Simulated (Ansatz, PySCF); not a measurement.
Gas-phase reaction R1 + R2 → P1 + P2, each structure at its B3LYP-D3(BJ)/def2-TZVP stationary point, reached from a drawn start (curvature not checked).
P1: CH4 (SMILES C), charge 0, multiplicity 1.
R1: H2O (SMILES O), charge 0, multiplicity 1.
P2: H6OSi2 (SMILES [SiH3]O[SiH3]), charge 0, multiplicity 1.
R2: CH8Si2 (SMILES [SiH3]C[SiH3]), charge 0, multiplicity 1.

P less R. No zero-point or thermal terms.

Cores are frozen in the correlated methods. CBS(a, b) extrapolates the correlation energy as X⁻³ and adds the Hartree–Fock energy of set b.

Run with Ansatz (a quantum-chemistry and plane-wave program); PySCF for the D3/D4 terms. Each number belongs to the level named beside it.

The comparison value is -46.80 kcal/mol (CCSD(T)/CBS(cc-pV(T+d)Z, cc-pV(Q+d)Z)). It is a level with limits of its own, not the exact answer.

Task: Order these levels by how close they come to the comparison value for the reaction energy, closest first: B3LYP-D4/def2-TZVPP, BHLYP-D3(BJ)/def2-TZVPP, revPBE-D4/def2-TZVPP, PBE-D4/def2-TZVPP, PBE/def2-TZVPP. Give each level's value less the comparison value.

Result: B3LYP-D4/def2-TZVPP (-1.00 kcal/mol), BHLYP-D3(BJ)/def2-TZVPP (-3.44 kcal/mol), PBE/def2-TZVPP (5.42 kcal/mol), PBE-D4/def2-TZVPP (6.29 kcal/mol), revPBE-D4/def2-TZVPP (6.96 kcal/mol)
